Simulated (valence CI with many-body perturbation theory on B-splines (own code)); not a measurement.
## E1 transitions of P

Method: configuration interaction combined with many-body perturbation theory (CI+MBPT): five valence electrons over a frozen Dirac-Fock core [Ne], radial functions for each j: 10 s, 10 p, 9 d, 7 f, 4 g, 2 h, with the one-electron correlation potential Σ1 (screened to all orders), the two-electron term Σ2, the three-electron term Σ3, Breit, model QED; selected single and double excitations, second order for the rest, scaled by the run's own slope (own B-spline code, finite nucleus).

Against 25 measured levels this calculation errs by 60 cm⁻¹ on average and by 174 at most. These come from a selection out of the NIST Handbook of Basic Atomic Spectroscopic Data. Levels without a partner in it may be off by more. Among the levels kept, up to 1300 cm⁻¹ of a level comes from second order outside the variational space, and about a tenth of that is noise between levels of different J, which matters for small intervals.

Lines 51 to 100 of 292 in falling wavelength, among levels below 74869 cm⁻¹, chosen from the strongest by gf and those to the six lowest levels. Wavelengths and rates use the calculated energies, so an error of 60 cm⁻¹ moves a line at 16560 Å by 0.99 % and its rate by three times that or more. Electric multipoles are in the length gauge, E1 and E2 with the static RPA response of the core. Weak lines are less certain than strong ones. Lines between different terms over intervals too small for the method are left out, as are lines whose strength nearly cancels. Where a level lies close to another of its J and parity, the split of strength between their lines is uncertain. The highest levels of a list are the least certain.

Names give the largest LS component (configuration and term), which can be under half, so a name can repeat, a term be missing and a line seem to break the LS rules; names also repeat where a configuration has a term twice. Letters in brackets count levels of one name in rising energy.

| λ vac (Å) | λ from measured levels | Upper | Lower | A (s⁻¹) | S (a.u.) |
| --- | --- | --- | --- | --- | --- |
| 20270 |  | 3s2.3p2.5s 2P_1/2 | 3s2.3p2.4p 2P°_1/2 | 1.90e+06 | 1.56e+01 |
| 19420 |  | 3s2.3p2.5s 2P_3/2 | 3s2.3p2.4p 2P°_3/2 | 2.91e+06 | 4.20e+01 |
| 19000 |  | 3s2.3p2.5s 2P_3/2 | 3s2.3p2.4p 2P°_1/2 | 6.57e+05 | 8.89e+00 |
| 18020 |  | 3s2.3p2.3d 4P_5/2 | 3s2.3p2.4p 2D°_3/2 [a] | 2.22e+05 | 3.85e+00 |
| 17930 |  | 3s2.3p2.3d 4P_5/2 | 3s2.3p2.4p 4S°_3/2 | 1.87e+06 | 3.19e+01 |
| 17580 |  | 3s2.3p2.5s 4P_3/2 | 3s2.3p2.4p 4S°_3/2 | 8.61e+04 | 9.23e-01 |
| 17560 |  | 3s2.3p2.3d 2D_3/2 [b] | 3s2.3p2.4p 2D°_5/2 [a] | 2.56e+05 | 2.74e+00 |
| 17530 |  | 3s2.3p2.5s 4P_5/2 | 3s2.3p2.4p 2D°_5/2 [a] | 1.46e+05 | 2.33e+00 |
| 17350 |  | 3s2.3p2.3d 4P_3/2 | 3s2.3p2.4p 2D°_3/2 [a] | 5.61e+05 | 5.79e+00 |
| 17270 |  | 3s2.3p2.3d 4P_3/2 | 3s2.3p2.4p 4S°_3/2 | 6.69e+06 | 6.81e+01 |
| 17250 |  | 3s2.3p2.3d 4P_1/2 | 3s2.3p2.4p 2D°_3/2 [a] | 1.88e+06 | 9.55e+00 |
| 17220 |  | 3s2.3p2.3d 2D_5/2 [b] | 3s2.3p2.4p 2D°_5/2 [a] | 2.19e+06 | 3.31e+01 |
| 17170 |  | 3s2.3p2.3d 4P_1/2 | 3s2.3p2.4p 4S°_3/2 | 7.60e+06 | 3.80e+01 |
| 17070 |  | 3s2.3p2.3d 4P_5/2 | 3s2.3p2.4p 4P°_5/2 | 4.75e+06 | 6.99e+01 |
| 16770 |  | 3s2.3p2.3d 2D_3/2 [b] | 3s2.3p2.4p 2D°_3/2 [a] | 2.17e+06 | 2.02e+01 |
| 16740 |  | 3s2.3p2.5s 4P_5/2 | 3s2.3p2.4p 2D°_3/2 [a] | 7.43e+05 | 1.03e+01 |
| 16740 |  | 3s2.3p2.5s 4P_3/2 | 3s2.3p2.4p 4P°_5/2 | 3.42e+06 | 3.17e+01 |
| 16680 |  | 3s2.3p2.5s 4P_1/2 | 3s2.3p2.4p 4P°_3/2 | 5.60e+06 | 2.57e+01 |
| 16670 |  | 3s2.3p2.5s 4P_5/2 | 3s2.3p2.4p 4S°_3/2 | 3.51e+06 | 4.82e+01 |
| 16640 |  | 3s2.3p2.5s 4P_1/2 | 3s2.3p2.4p 4P°_1/2 | 8.59e+05 | 3.91e+00 |
| 16590 |  | 3s2.3p2.3d 4P_5/2 | 3s2.3p2.4p 4P°_3/2 | 4.20e+06 | 5.67e+01 |
| 16560 | 16490 | 3s2.3p2.4p 2S°_1/2 | 3s2.3p2.4s 2P_3/2 | 5.03e+06 | 2.26e+01 |
| 16470 |  | 3s2.3p2.3d 4P_3/2 | 3s2.3p2.4p 4P°_5/2 | 6.22e+05 | 5.49e+00 |
| 16450 |  | 3s2.3p2.3d 2D_5/2 [b] | 3s2.3p2.4p 2D°_3/2 [a] | 9.49e+04 | 1.25e+00 |
| 16440 |  | 3s2.3p2.5s 2P_1/2 | 3s2.3p2.4p 2D°_3/2 [a] | 7.48e+06 | 3.28e+01 |
| 16380 |  | 3s2.3p2.3d 2D_5/2 [b] | 3s2.3p2.4p 4S°_3/2 | 4.00e+05 | 5.20e+00 |
| 16370 |  | 3s2.3p2.5s 2P_1/2 | 3s2.3p2.4p 4S°_3/2 | 1.84e+06 | 7.96e+00 |
| 16280 |  | 3s2.3p2.5s 4P_3/2 | 3s2.3p2.4p 4P°_3/2 | 1.51e+06 | 1.29e+01 |
| 16280 |  | 3s2.3p2.5s 2P_3/2 | 3s2.3p2.4p 2D°_5/2 [a] | 8.09e+06 | 6.88e+01 |
| 16240 |  | 3s2.3p2.5s 4P_3/2 | 3s2.3p2.4p 4P°_1/2 | 3.98e+06 | 3.36e+01 |
| 16020 |  | 3s2.3p2.3d 4P_3/2 | 3s2.3p2.4p 4P°_3/2 | 6.00e+05 | 4.88e+00 |
| 15980 |  | 3s2.3p2.3d 4P_3/2 | 3s2.3p2.4p 4P°_1/2 | 3.40e+05 | 2.74e+00 |
| 15940 |  | 3s2.3p2.3d 4P_1/2 | 3s2.3p2.4p 4P°_3/2 | 4.95e+05 | 1.98e+00 |
| 15920 |  | 3s2.3p2.5s 4P_5/2 | 3s2.3p2.4p 4P°_5/2 | 2.94e+06 | 3.51e+01 |
| 15910 | 15990 | 3s2.3p2.4p 4D°_7/2 | 3s.3p4 4P_5/2 | 5.56e+04 | 8.85e-01 |
| 15900 |  | 3s2.3p2.3d 4P_1/2 | 3s2.3p2.4p 4P°_1/2 | 6.52e+05 | 2.59e+00 |
| 15770 | 15720 | 3s2.3p2.4p 2S°_1/2 | 3s2.3p2.4s 2P_1/2 | 3.36e+06 | 1.30e+01 |
| 15590 |  | 3s2.3p2.5s 2P_3/2 | 3s2.3p2.4p 2D°_3/2 [a] | 7.51e+05 | 5.62e+00 |
| 15500 |  | 3s2.3p2.5s 4P_5/2 | 3s2.3p2.4p 4P°_3/2 | 1.13e+05 | 1.25e+00 |
| 15070 | 15090 | 3s2.3p2.4p 4P°_1/2 | 3s.3p4 4P_3/2 | 2.61e+05 | 8.83e-01 |
| 14660 | 14640 | 3s2.3p2.4p 4P°_5/2 | 3s.3p4 4P_3/2 | 1.11e+05 | 1.03e+00 |
| 14560 | 14650 | 3s2.3p2.4p 4P°_3/2 | 3s.3p4 4P_5/2 | 5.10e+05 | 3.11e+00 |
| 14500 |  | 3s2.3p2.5s 4P_1/2 | 3s2.3p2.4p 4D°_3/2 | 5.88e+06 | 1.77e+01 |
| 14440 |  | 3s2.3p2.5s 4P_3/2 | 3s2.3p2.4p 4D°_5/2 | 5.54e+06 | 3.30e+01 |
| 14340 |  | 3s2.3p2.5s 4P_1/2 | 3s2.3p2.4p 4D°_1/2 | 4.99e+06 | 1.45e+01 |
| 14240 |  | 3s2.3p2.3d 4P_3/2 | 3s2.3p2.4p 4D°_5/2 | 2.74e+06 | 1.56e+01 |
| 14230 | 14260 | 3s2.3p2.4p 4S°_3/2 | 3s.3p4 4P_1/2 | 4.00e+05 | 2.28e+00 |
| 14220 |  | 3s2.3p2.5s 4P_5/2 | 3s2.3p2.4p 4D°_7/2 | 8.95e+06 | 7.62e+01 |
| 14210 | 14270 | 3s2.3p2.4p 4P°_5/2 | 3s.3p4 4P_5/2 | 2.01e+05 | 1.71e+00 |
| 14200 |  | 3s2.3p2.5s 4P_3/2 | 3s2.3p2.4p 4D°_3/2 | 1.77e+06 | 9.98e+00 |
